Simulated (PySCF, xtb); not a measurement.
(E)-2-chloro-1-fluoroprop-1-ene (C3H4ClF), SMILES C/C(Cl)=C\F.

Harmonic wavenumbers (cm⁻¹) from xtb with GFN2-xTB at its own minimum, in rising order: 134, 220, 262, 304, 412, 438, 741, 771, 981, 1044, 1098, 1114, 1253, 1395, 1447, 1459, 1712, 3014, 3027, 3053, 3105.

**Question.** What does PBE0-D3(BJ)/def2-SVP in PySCF give at its own minimum? (Estimate from the structure and the level; the computed values follow.)

**Answer.** 182, 244, 287, 324, 435, 480, 777, 857, 993, 1048, 1132, 1209, 1331, 1404, 1446, 1451, 1781, 3061, 3147, 3186, 3247. Paired by order, the mean absolute difference is 50 cm⁻¹ and the zero-point energies are 38.6 and 40.1 kcal/mol.
